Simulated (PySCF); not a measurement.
# `[H]/N=C1/C=NCCC1`, C5H8N2

Geometry:
```
atom   x (Å)   y (Å)   z (Å)
  N1   2.498   0.438   0.026
  C2   1.242   0.327   0.079
  C3   0.435   1.525  -0.217
  N4  -0.823   1.581  -0.282
  C5  -1.614   0.396  -0.107
  C6  -0.858  -0.913  -0.341
  C7   0.444  -0.895   0.456
  H8   3.019  -0.408   0.250
  H9   0.989   2.443  -0.371
 H10  -2.467   0.485  -0.787
 H11  -2.011   0.431   0.915
 H12  -1.477  -1.763  -0.051
 H13  -0.628  -1.005  -1.406
 H14   1.028  -1.804   0.289
 H15   0.219  -0.830   1.526
```

Level of theory: GIAO CAM-B3LYP/pcSseg-1 magnetisability, rotational g tensor and spin-rotation constants, non-relativistic, gas phase (PySCF). Geometry: GFN2-xTB.

**Question.** Give the nuclear spin-rotation constants along the inertial axes (H = +C I·J) beside the isotropic shieldings.

**Answer.** Rotational constants 4.8920, 2.6461, 1.8264 GHz. A star marks the isotopologue with that one atom substituted, in its own axes.
| atom | isotope | Caa (kHz) | Cbb (kHz) | Ccc (kHz) | mean (kHz) | σ (ppm) |
| --- | --- | --- | --- | --- | --- | --- |
| N1 | 14N | 1.377 | 0.631 | 0.093 | 0.700 | -106.1 |
| N4 | 14N | 1.611 | 0.717 | 0.035 | 0.787 | -142.7 |
| H8 | 1H | 0.072 | 0.194 | -0.241 | 0.008 | 20.8 |
| H9 | 1H | -0.238 | 0.194 | -0.188 | -0.077 | 23.7 |
| H10 | 1H | 0.130 | -0.290 | -0.108 | -0.089 | 27.3 |
| H11 | 1H | -0.407 | -0.290 | 0.061 | -0.212 | 28.0 |
| H12 | 1H | -0.338 | -0.039 | -0.203 | -0.193 | 30.1 |
| H13 | 1H | -0.553 | -0.290 | 0.054 | -0.263 | 30.0 |
| H14 | 1H | -0.399 | 0.002 | -0.199 | -0.198 | 29.6 |
| H15 | 1H | -0.564 | -0.287 | 0.063 | -0.263 | 29.5 |
| C2 | 13C* | 2.066 | 1.445 | 0.317 | 1.276 | 11.5 |
| C3 | 13C* | 1.848 | 1.429 | 0.389 | 1.222 | 13.6 |
| C5 | 13C* | 1.087 | 0.485 | 0.342 | 0.638 | 131.2 |
| C6 | 13C* | 0.787 | 0.410 | 0.283 | 0.493 | 158.2 |
| C7 | 13C* | 0.852 | 0.446 | 0.334 | 0.544 | 146.3 |

For the geometry as given, no vibrational averaging.

**Question.** How do the rotational constants and the g tensor change when H8, H9, H10, H11, H12, H13, H14, H15 are replaced by deuterium?

**Answer.** Constants 4.0070, 2.2801, 1.5851 GHz; g -0.0648, -0.0295, -0.0115, against -0.0787, -0.0340, -0.0130 before.
